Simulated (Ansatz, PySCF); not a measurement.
The pair A = BH3 (SMILES B) (first 4 atoms), B = H2S (SMILES S); geometry from B3LYP-D3(BJ)/def2-TZVP.
(charge 0, multiplicity 1):
```xyz
7

B     -0.449    -0.325     0.670
H      0.406    -0.887     0.038
H     -1.248    -1.057     1.191
H     -0.879     0.690     0.202
S      0.628     0.229     2.297
H     -0.201     1.071     2.942
H      1.392     1.235     1.832
```

Rows in 6-31G* carry no dispersion term and start afresh at each structure (6-31G* with six Cartesian d functions). MP2/6-31G* freezes PySCF's default core.

Programs: Ansatz (Gaussian basis) for Hartree–Fock, density functionals and correlated methods; PySCF for 6-31G* rows. Values without a source in brackets are computed.

Total energies (hartree), monomers frozen at their geometry in the pair:

```json
[
 {"structure": "AB", "HF/6-31G*": "-425.0577544", "PBE/def2-TZVPPD": "-425.8146269", "MP2/6-31G*": "-425.2733321"},
 {"structure": "A in the pair's basis", "HF/6-31G*": "-26.3754488", "PBE/def2-TZVPPD": "-26.5405520", "MP2/6-31G*": "-26.4516295"},
 {"structure": "B in the pair's basis", "HF/6-31G*": "-398.6681709", "PBE/def2-TZVPPD": "-399.2294727", "MP2/6-31G*": "-398.7950430"},
 {"structure": "A", "HF/6-31G*": "-26.3752104", "PBE/def2-TZVPPD": "-26.5404498", "MP2/6-31G*": "-26.4502948"},
 {"structure": "B", "HF/6-31G*": "-398.6668195", "PBE/def2-TZVPPD": "-399.2293021", "MP2/6-31G*": "-398.7883571"}
]
```

Question: Work out the interaction energy without and with the counterpoise correction, and the superposition error, for each level.

Answer: 
E(AB) − E(A) − E(B), times 627.509 kcal/mol, with the monomers in their own basis and then in the pair's basis:
- HF/6-31G*: -9.87 uncorrected, -8.87 corrected; the monomers gain 1.00 kcal/mol from borrowed functions
- PBE/def2-TZVPPD: -28.16 uncorrected, -27.99 corrected; the monomers gain 0.17 kcal/mol from borrowed functions
- MP2/6-31G*: -21.76 uncorrected, -16.73 corrected; the monomers gain 5.03 kcal/mol from borrowed functions

Ansatz is a quantum-chemistry and plane-wave program.
